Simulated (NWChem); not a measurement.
System: CH4ClNSi2; SMILES [Si@@H]1(Cl)[SiH2]N=C1

Input file for NWChem:

```
start job
memory heap 200 mb stack 900 mb global 1100 mb
geometry units angstroms noautosym nocenter noautoz
  Cl    -0.221595    -2.258461    -0.318124
  Si     0.112836    -0.426749     0.601309
  C      1.449555     0.745524    -0.120134
  N      0.894724     1.884153    -0.340365
  Si    -0.869160     1.592593    -0.065088
  H      0.309012    -0.711152     2.056533
  H      2.534699     0.609783    -0.292623
  H     -1.496483     2.550537     0.893305
  H     -1.619122     1.622556    -1.353888
end
basis spherical
  * library def2-svp
end
dft
  xc b3lyp
  iterations 150
end
cosmo
  do_cosmo_smd true
  solvent ether
end
task dft energy
```

Geometry: optimised at PBE0/def2-SVP. Solvent: diethyl ether.

Level: B3LYP/def2-SVP with SMD (1 M gas to 1 M solution), gas-phase geometry. Reactions with the solvent are ignored.

### Question
Predict the main results of this run. (B3LYP/def2-SVP, SMD on the gas-phase geometry.) Quantities: solvation free energy (kcal/mol); cavity-dispersion-structure term (kcal/mol); dipole in solution (D).

### Answer
| Quantity | Result |
|---|---|
| solvation free energy (kcal/mol) | -3.3 |
| cavity-dispersion-structure term (kcal/mol) | -0.7 |
| dipole in solution (D) | 1.24 |
